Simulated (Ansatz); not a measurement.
# singlet Ca: levels of theory in one basis

A single Ca atom.

Basis set: STO-3G (spherical functions). Frozen core: 5 orbitals. Charge 0, multiplicity 1.

Computed with Ansatz (development build ahead of 0.2.0); each method stands on the lowest determinant of its kind that the runs found.

```
                            method  E − E(RHF) (eV)  <S²> of the determinant
                               RHF             0.00                     0.00
                          RHF-CCSD            -0.89                        –
                       RHF-CCSD(T)            -0.90                        –
full CI (lowest root of this spin)            -0.90                        –
```
